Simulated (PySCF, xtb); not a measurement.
Si(Me)2(OH)2 (C2H8O2Si), SMILES C[Si](O)(O)C. Other conformers were not sampled.

Harmonic wavenumbers (cm⁻¹) from GFN2-xTB run with xtb at its own minimum, in rising order: 46, 90, 106, 176, 201, 224, 274, 277, 292, 655, 751, 781, 795, 809, 817, 824, 837, 906, 940, 1384, 1387, 1488, 1493, 1494, 1498, 3034, 3038, 3042, 3043, 3060, 3063, 3671, 3706.

Q: What does PBE-D3(BJ)/def2-SVP run with PySCF give at its own minimum? (Estimate from the structure and the level; the computed values follow.)

A: 27, 115, 155, 176, 227, 247, 255, 301, 325, 616, 666, 712, 723, 758, 762, 791, 837, 907, 912, 1222, 1226, 1377, 1378, 1388, 1389, 2968, 2985, 3059, 3074, 3086, 3087, 3771, 3773. Paired by order, the mean absolute difference is 55 cm⁻¹ and the zero-point energies are 63.2 and 61.9 kcal/mol.
